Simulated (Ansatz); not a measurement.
FH₄N₂OTa, SMILES `[NH2][Ta]([NH2])(=[O])[F]` from Hartree–Fock to CCSD(T)

```xyz
9

N    -0.635    0.416    1.521
Ta   -0.404   -0.473   -0.231
N     1.157    0.228   -1.224
O    -0.067   -2.123    0.101
F    -1.975   -0.257   -1.272
H    -0.774    1.405    1.669
H    -0.566   -0.060    2.408
H     1.965   -0.324   -1.468
H     1.298    1.188   -1.504
```

Total charge 0; spin multiplicity 1. Correlated methods include outer-core shells of Ta, which these sets cover unevenly. Ta takes the def2 core potential. Geometry: relaxed with PBE0-D4/def2-TZVP. It is one conformer, not always the lowest. Frozen core, restricted reference, the Gaussian-basis code of Ansatz.

```
     basis     HF (Eh)  MP2 corr.
  def2-SVP  -341.88346   -1.02773
def2-TZVPP  -342.27138   -1.33848
def2-QZVPP  -342.28558   -1.46302
```

(1) Estimate the CCSD correlation energy and the (T) correction in each basis where they were run (hartree).

Results:

(1) 
```
     basis  CCSD corr.       (T)
  def2-SVP    -1.01829  -0.03741
def2-TZVPP    -1.31783  -0.06067
```
